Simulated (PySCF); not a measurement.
## Atomic charges against the basis set

C6H11NO.
Atom-mapped SMILES: `[CH3:1][C:2](=[O:3])/[CH:4]=[CH:5]/[N:6]([CH3:7])[CH3:8]` (hydrogens: H9, H10, H11 on C1; H12 on C4; H13 on C5; H14, H15, H16 on C7; H17, H18, H19 on C8)

PBE0 throughout (PySCF), one geometry, spherical d and f functions. Geometry: PBE0-D3(BJ)/def2-SVP, one conformer, isolated molecule. Atoms taken as equivalent share a column and are averaged. The first 7 of 11 kinds of atom are listed.

Mulliken charges (e):

```
        basis  functions      C1      C2      O3      C4      C5      N6   C7/C8
       STO-3G         51  -0.257  +0.143  -0.229  -0.163  +0.016  -0.216  -0.142
     pcSseg-0         94  -0.655  +0.294  -0.526  -0.366  +0.186  -0.829  -0.373
        6-31G         94  -0.571  +0.318  -0.470  -0.252  +0.139  -0.581  -0.312
       6-31G*        134  -0.627  +0.418  -0.477  -0.328  +0.087  -0.387  -0.386
      cc-pVDZ        167  -0.056  +0.056  -0.269  -0.223  +0.207  -0.303  +0.020
     def2-SVP        167  -0.044  +0.048  -0.280  -0.221  +0.167  -0.351  +0.060
     pcSseg-1        191  -0.265  +0.202  -0.414  -0.385  +0.291  -0.662  -0.071
6-311+G(2d,p)        282  -0.753  +0.445  -0.531  -0.084  -0.042  +0.162  -0.422
  aug-cc-pVDZ        283  +0.387  -0.143  -0.710  +1.736  +0.388  -0.239  +0.754
    def2-TZVP        314  -0.396  +0.245  -0.369  -0.344  -0.003  +0.006  -0.317
```

IAO charges (e):

| basis | functions | C1 | C2 | O3 | C4 | C5 | N6 | C7/C8 |
| --- | --- | --- | --- | --- | --- | --- | --- | --- |
| STO-3G | 51 | -0.435 | +0.167 | -0.226 | -0.263 | -0.045 | -0.104 | -0.310 |
| pcSseg-0 | 94 | -0.477 | +0.315 | -0.438 | -0.333 | +0.009 | -0.123 | -0.311 |
| 6-31G | 94 | -0.483 | +0.330 | -0.456 | -0.330 | -0.001 | -0.113 | -0.331 |
| 6-31G* | 134 | -0.467 | +0.366 | -0.472 | -0.337 | +0.017 | -0.128 | -0.305 |
| cc-pVDZ | 167 | -0.467 | +0.366 | -0.467 | -0.345 | +0.013 | -0.121 | -0.304 |
| def2-SVP | 167 | -0.456 | +0.361 | -0.467 | -0.340 | +0.016 | -0.118 | -0.294 |
| pcSseg-1 | 191 | -0.465 | +0.367 | -0.481 | -0.347 | +0.015 | -0.125 | -0.301 |
| 6-311+G(2d,p) | 282 | -0.478 | +0.375 | -0.493 | -0.352 | +0.014 | -0.125 | -0.314 |
| aug-cc-pVDZ | 283 | -0.476 | +0.374 | -0.492 | -0.353 | +0.013 | -0.122 | -0.313 |
| def2-TZVP | 314 | -0.479 | +0.377 | -0.491 | -0.352 | +0.015 | -0.125 | -0.313 |

Some averages cover members that differ in this geometry, most widely: C7/C8, Mulliken in aug-cc-pVDZ +0.669 to +0.839; C7/C8, Mulliken in 6-311+G(2d,p) -0.442 to -0.403 e.

Q: Which scheme is steadiest as the basis changes?

A: Largest range over the bases for any column: IAO 0.27 e, Mulliken 2.12 e. IAO charges move least and Mulliken charges most, counted in e. Without the minimal STO-3G basis the ranges are IAO 0.06, Mulliken 2.12 e.

Q: How much do the charges still move between the two largest bases, aug-cc-pVDZ and def2-TZVP?

A: At most, over all atoms: Mulliken 2.080 e, IAO 0.003 e.

Q: What do the same runs give for the total energy, the frontier levels and the dipole moment?

A: 
| basis | energy (Eh) | HOMO (eV) | LUMO (eV) | μ (D) |
| --- | --- | --- | --- | --- |
| STO-3G | -360.2161 | -3.14 | 2.75 | 3.84 |
| pcSseg-0 | -363.9538 | -5.95 | -0.39 | 5.22 |
| 6-31G | -364.6826 | -5.69 | -0.20 | 5.18 |
| 6-31G* | -364.7825 | -5.69 | -0.14 | 4.92 |
| cc-pVDZ | -364.8118 | -5.79 | -0.26 | 4.89 |
| def2-SVP | -364.5279 | -5.88 | -0.34 | 4.97 |
| pcSseg-1 | -364.7495 | -5.97 | -0.48 | 5.16 |
| 6-311+G(2d,p) | -364.8947 | -6.00 | -0.64 | 5.18 |
| aug-cc-pVDZ | -364.8345 | -5.99 | -0.64 | 5.15 |
| def2-TZVP | -364.9244 | -5.99 | -0.55 | 5.08 |

The dipole is fixed by the density alone, so its range of 1.38 D shows that the density itself changes with the basis, not only its division among atoms.
